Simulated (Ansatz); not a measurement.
Reaction (redistribution): `O[Si]1(Cl)CO1` + `F[SiH](S)S` → `F[Si]1(Cl)CO1` + `O[SiH](S)S`

Isolated molecules relaxed with PBE0-D4/def2-TZVP in Ansatz; ΔE leaves out vibrations. CCSD(T)/CBS adds triple-zeta CCSD(T) − MP2 to the extrapolated MP2 energy (def2 sets, frozen cores). DFT in def2-TZVPP. One conformer a species, not always the lowest.

`O[Si]1(Cl)CO1`:

Z-matrix (Å, degrees):
```
Si
Cl 1 2.016
C 1 1.788 2 122.4
O 1 1.620 2 106.0 3 159.3
O 1 1.631 2 119.1 3 -61.9
H 3 1.087 1 122.5 2 -6.6
H 3 1.088 1 123.2 2 159.5
H 4 0.960 1 116.6 2 168.4
```

`F[SiH](S)S`:

```xyz
7

F     0.436   -1.660    0.190
Si   -0.083   -0.174   -0.074
S     1.338    1.036   -1.067
S    -0.392    0.782    1.788
H    -1.297   -0.329   -0.900
H     0.914    0.666   -2.288
H    -0.917   -0.322    2.351
```

`F[Si]1(Cl)CO1`:

Z-matrix (Å, degrees):
```
Si
Cl 1 2.011
C 1 1.780 2 125.7
F 1 1.576 2 107.3 3 158.8
O 1 1.622 2 119.2 3 -63.4
H 3 1.087 1 122.2 2 160.8
H 3 1.087 1 122.8 2 -5.2
```

`O[SiH](S)S`:

```xyz
8

O     0.749    0.156    1.669
Si   -0.346    0.170    0.454
S    -0.381   -1.806   -0.354
S     0.006    1.581   -1.107
H     1.654   -0.084    1.461
H    -1.611    0.598    1.080
H    -1.005   -1.439   -1.485
H     0.934    0.824   -1.718
```

(1) Is it downhill or uphill in electronic energy at CCSD(T)/CBS, and by how much? (An estimate is asked.)

(2) What do these levels give: r2SCAN-D4, B97M-V, BHLYP-D4, LC-ωPBE, MP2/CBS(def2), CCSD/CBS(def2)? (Best estimate.)

Largest T1 diagnostic among the species: 0.012.

Answers

(1) Ansatz gave: Uphill: ΔE = +0.08 eV.

(2) Computed: r2SCAN-D4 0.08, B97M-V 0.09, BHLYP-D4 0.09, LC-ωPBE 0.10, MP2/CBS(def2) 0.08, CCSD/CBS(def2) 0.09 eV.

Leaving LDA and LC-ωPBE aside and taking each functional with its dispersion term where it has one, the values, not all of them listed here, spread over 0.03 eV, from revPBE-D4 to CAM-B3LYP-D4.
